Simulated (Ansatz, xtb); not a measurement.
## A geometry optimisation of FGeH3Sn with r2SCAN-D4/def2-SVP

The starting geometry of this gas-phase singlet was built from a drawn formula by distance geometry and a force field; its bonds are those of `[F][SnH2][GeH]`.

```xyz
6

F    -1.0956    1.2665    0.0704
Ge   -0.7036    2.5614   -3.4175
Sn    0.2494    1.2434   -1.3973
H     0.5968   -0.3943   -1.8585
H     1.6909    2.0275   -0.8222
H     0.3531    2.5575   -4.6018
```

Predict what becomes of its bonds when it is optimised with r2SCAN-D4/def2-SVP.

It keeps its bonds, and is `[F][SnH2][GeH]`.

The energy falls by 0.39 eV over 7 steps:

```
step  E − E(last) (eV)
   1             0.391
   2             0.059
   3             0.020
   4             0.007
   5             0.001
   6             0.000
   7             0.000
```

Final geometry (Å):

```yaml
atoms:
  - { symbol: F, position_ang: [-0.9707, 1.2228, 0.0078] }
  - { symbol: Ge, position_ang: [-0.8920, 2.6781, -3.5145] }
  - { symbol: Sn, position_ang: [0.2504, 1.3074, -1.5218] }
  - { symbol: H, position_ang: [0.5719, -0.3581, -1.8445] }
  - { symbol: H, position_ang: [1.6686, 2.0159, -0.8374] }
  - { symbol: H, position_ang: [0.4628, 2.3960, -4.3165] }
```

From the same start GFN2-xTB ends elsewhere, in pieces: FGeH + H2Sn.

No frequencies were run, so the end isn't proven a minimum. Atoms past krypton carry core potentials, without spin–orbit terms. Run with Ansatz 0.2.0, 12 s on 1 thread of Intel(R) Xeon(R) 6975P-C (Granite Rapids) (shared host).
